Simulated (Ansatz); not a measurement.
`C[CH](C)[Mg][Cl]` + H₂O → `C[CH](C)[Mg][OH]` + HCl at 600 K and 1 bar (formal hydrolysis of a Mg–Cl bond).

Calculated with Ansatz (gas phase, PBE0-D4/def2-TZVP geometries, no zero-point term in ΔE). CCSD(T)/CBS adds triple-zeta CCSD(T) − MP2 to the extrapolated MP2 energy (def2 sets, frozen cores). This one scheme is used for every species. For Mg outer-core shells are correlated without core-valence functions, which leaves a few kJ/mol of doubt a bond. Each species was taken in one conformer, which may not be the lowest.

```csv
species,CCSD(T)/CBS energy (Eh),H − E (kJ/mol),S (J/(mol·K))
`C[CH](C)[Mg][Cl]`,-778.11446,309.9,461.9
H₂O,-76.37941,76.8,212.8
`C[CH](C)[Mg][OH]`,-394.08036,344.9,487.3
HCl,-460.38127,35.4,207.2
```

H − E and S are ideal-gas, rigid-rotor, harmonic terms from PBE0-D4/def2-TZVP, for one conformer and one mirror image of each species. 1 Eh = 2625.50 kJ/mol, R = 8.31446 J/(mol·K).

Task: By hand: ΔE, ΔH, ΔS and ΔG.

Result: ΔE = (-394.08036) + (-460.38127) − (-778.11446) − (-76.37941) = 0.03224 Eh = 84.6 kJ/mol. Δ(H − E) = 344.9 + 35.4 − 309.9 − 76.8 = -6.4, so ΔH = 78.2 kJ/mol. ΔS = 487.3 + 207.2 − 461.9 − 212.8 = 19.8 J/(mol·K). ΔG = 78.2 − 600 × (19.8)/1000 = 66.3 kJ/mol.

Task: By hand: the equilibrium constant, and the temperature at which ΔG would vanish if ΔH and ΔS stayed fixed.

Result: log₁₀ K = −ΔG/(RT ln 10) = -5.8. ΔG = 0 at ΔH/ΔS = 3949 K, far beyond where these terms or the molecules hold.

ΔH outweighs TΔS. A doubt of 5 kJ/mol in ΔE shifts log₁₀ K by 0.4 here. Other conformers and mirror images would add mixing entropy, several J/(mol·K) or more a flexible species. Modes under 60 cm⁻¹, often nearly free rotors, make the harmonic entropy too high. These are equilibria of isolated gas molecules and say nothing of rates. Largest T1 diagnostic: 0.010 (customary marks: 0.02 for closed shells, 0.045 for open ones).
